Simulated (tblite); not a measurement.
C7H12P (charge +1).
InChI=1S/C7H11P/c1-6-4-5-8(3)7(6)2/h4-5H,1-3H3/p+1/t8-/m1/s1

All values are computed: GFN2-xTB (tblite) harmonic vibrations without scaling, gas phase. Errors from tens to a few hundred cm⁻¹ against measured bands are possible. Modes of hydrogen on phosphorus can be 10 to 20 % off.

Harmonic wavenumbers (cm⁻¹): 79.3, 89.0, 94.4, 137.2, 163.0, 204.7, 243.1, 267.2, 345.5, 402.5, 450.7, 507.1, 588.2, 647.0, 698.5, 719.2, 760.1, 794.3, 829.1, 864.4, 884.4, 893.9, 930.6, 982.6, 1008.2, 1012.7, 1049.2, 1106.5, 1180.4, 1200.9, 1294.1, 1302.2, 1378.7, 1381.0, 1389.2, 1398.7, 1440.7, 1446.1, 1455.4, 1464.8, 1532.2, 1614.7, 2395.5, 2984.1, 2988.9, 2995.0, 3004.9, 3007.1, 3019.1, 3023.7, 3037.0, 3078.1, 3104.3, 3121.6.

A = 2588, B = 1500, C = 1044 MHz; mass 127.068 u (most abundant isotopes); point group C1, symmetry number 1.

Problem. Zero-point energy?

Solution. Half the sum of the wavenumbers: 35996 cm⁻¹ = 430.60 kJ/mol.

Problem. Entropy at 298.15 K, 1 bar (ideal gas, RRHO, classical rotation)?

Solution. Translation 169.28, rotation 120.34, vibration 121.07: S = 410.7 J/(mol K).

Problem. And Cp and H(298.15 K) − H(0)?

Solution. Cp = 165.76 J/(mol K), of which vibrations give 132.50 (their classical limit is 54 R = 449.0); H(298.15 K) − H(0) = 29.61 kJ/mol without the zero-point energy, 19.69 from vibrations.

Problem. What must be added to the electronic energy to get the Gibbs energy at 298.15 K and 1 bar?

Solution. ZPE + [H(298.15 K) − H(0)] − T·S = 430.60 + 29.61 − 122.45 = 337.76 kJ/mol.

Problem. Which modes carry the vibrational entropy at 298.15 K?

Solution. 79.3 cm⁻¹: 16.35; 89.0 cm⁻¹: 15.41; 94.4 cm⁻¹: 14.92; 137.2 cm⁻¹: 11.89; 163.0 cm⁻¹: 10.52; 204.7 cm⁻¹: 8.75 J/(mol K); the other 48 give 43.23 together.

Hindered rotation and anharmonicity are outside this model. The structure is chiral; the term R ln 2 for an equal mix with its mirror image is left out.
